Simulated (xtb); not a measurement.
Br3Ga, charge -1, doublet, from a rough starting geometry (GFN-xTB shapes and energies of metal compounds can be far from the true ones) (a state made from the parent by changing its charge; the spin is typed, not shown lowest); GFN2-xTB (xtb).

Here is a job for xtb.
```
$ xtb mol.xyz --gfn 2 --chrg -1 --uhf 1 --opt vtight --json

# file mol.xyz
4

Ga     0.01396760    -0.01100291     0.00145451
Br     2.13546121    -0.29791316    -0.65855013
Br    -0.77771010    -0.92909744     1.88202173
Br    -1.42831661     1.36009493    -1.26616642
```

Output, abridged:

```
   ID    Z sym.   atoms
    1   31 Ga     1
    2   35 Br     2-4

           -------------------------------------------------
          |                Calculation Setup                |
           -------------------------------------------------

           -------------------------------------------------
          |                 G F N 2 - x T B                 |
           -------------------------------------------------

          ...................................................
          :                      SETUP                      :
          :.................................................:
          :  # basis functions                  40          :
          :  # atomic orbitals                  36          :
          :  # shells                           12          :
          :  # electrons                        25          :
          :  max. iterations                   250          :
          :  Hamiltonian                  GFN2-xTB          :
          :  restarted?                      false          :
          :  GBSA solvation                  false          :
          :  PC potential                    false          :
          :  electronic temp.          300.0000000     K    :
          :  accuracy                    1.0000000          :
          :  -> integral cutoff          0.2500000E+02      :
          :  -> integral neglect         0.1000000E-07      :
          :  -> SCF convergence          0.1000000E-05 Eh   :
          :  -> wf. convergence          0.1000000E-03 e    :
          :  Broyden damping             0.4000000          :
          :  net charge                         -1          :
          :  unpaired electrons                  1          :
          ...................................................

 iter      E             dE          RMSdq      gap      omega  full diag
   1    -13.8660813 -0.138661E+02  0.921E+00    2.77       0.0  T
   2    -13.8696681 -0.358676E-02  0.594E+00    2.92       1.0  T
   3    -13.8742049 -0.453685E-02  0.365E+00    3.38       1.0  T
   4    -13.8760906 -0.188567E-02  0.302E+00    3.41       1.0  T
   5    -13.8774843 -0.139369E-02  0.118E+00    3.43       1.0  T
   6    -13.8776938 -0.209506E-03  0.326E-01    3.50       1.0  T
   7    -13.8777270 -0.331764E-04  0.832E-02    3.51       1.0  T
   8    -13.8777284 -0.147472E-05  0.682E-02    3.51       1.0  T
   9    -13.8777293 -0.820019E-06  0.534E-02    3.51       1.0  T
[...]
 * total energy  :   -13.8960931 Eh     change       -0.3437516E-01 Eh
 * total energy  :   -13.8979057 Eh     change       -0.1812600E-02 Eh
 * total energy  :   -13.8984351 Eh     change       -0.5294417E-03 Eh
 * total energy  :   -13.8986352 Eh     change       -0.2000284E-03 Eh
 * total energy  :   -13.8988630 Eh     change       -0.2277892E-03 Eh
 * total energy  :   -13.8999289 Eh     change       -0.1065894E-02 Eh
 * total energy  :   -13.9008019 Eh     change       -0.8730239E-03 Eh
 * total energy  :   -13.9011486 Eh     change       -0.3466708E-03 Eh
 * total energy  :   -13.9012917 Eh     change       -0.1431247E-03 Eh
 * total energy  :   -13.9013030 Eh     change       -0.1134210E-04 Eh
 * total energy  :   -13.9013058 Eh     change       -0.2747169E-05 Eh
 * total energy  :   -13.9013058 Eh     change       -0.4226624E-07 Eh
   *** GEOMETRY OPTIMIZATION CONVERGED AFTER 13 ITERATIONS ***
         :: total energy             -13.901305807598 Eh    ::
[...]
        23                          0.1935657               5.2672
        24                          0.1937080               5.2711
       ...                                ...                  ...
        36                          1.8116476              49.2974
      -------------------------------------------------------------
                  HL-Gap            0.2414150 Eh            6.5692 eV
             Fermi-level           -0.1560242 Eh           -4.2456 eV

     #   Z          covCN         q      C6AA      α(0)
     1  31 Ga       2.370     0.028   218.072    33.117
     2  35 Br       0.790    -0.343   194.305    22.474
     3  35 Br       0.790    -0.343   194.304    22.474
     4  35 Br       0.790    -0.343   194.302    22.473

 Mol. C6AA /au·bohr⁶  :       3154.483917
 Mol. C8AA /au·bohr⁸  :     235218.468752
 Mol. α(0) /au        :        100.537255

Wiberg/Mayer (AO) data.
largest (>0.10) Wiberg bond orders for each atom

 ---------------------------------------------------------------------------
     #   Z sym  total        # sym  WBO       # sym  WBO       # sym  WBO
 ---------------------------------------------------------------------------
     1  31 Ga   2.924 --     4 Br   0.975     3 Br   0.975     2 Br   0.975
     2  35 Br   1.124 --     1 Ga   0.975
     3  35 Br   1.124 --     1 Ga   0.975
     4  35 Br   1.124 --     1 Ga   0.975
 ---------------------------------------------------------------------------

Topologies differ in total number of bonds
Writing topology from bond orders to xtbtopo.mol

molecular dipole:
                 x           y           z       tot (Debye)
 q only:       -0.109      -0.423      -0.227
   full:       -0.367      -1.119      -0.696       3.477
molecular quadrupole (traceless):
                xx          xy          yy          xz          yz          zz
 q only:       -3.687       3.501       4.385       2.370       6.346      -0.697
  q+dip:       -7.847       7.470       9.315       5.064      13.528      -1.468
   full:       -8.107       7.715       9.626       5.229      13.974      -1.519

optimized geometry written to: xtbopt.xyz

           -------------------------------------------------
          | TOTAL ENERGY              -13.901305807598 Eh   |
          | GRADIENT NORM               0.000055806892 Eh/α |
          | HOMO-LUMO GAP               6.569237346860 eV   |
           -------------------------------------------------

normal termination of xtb
```
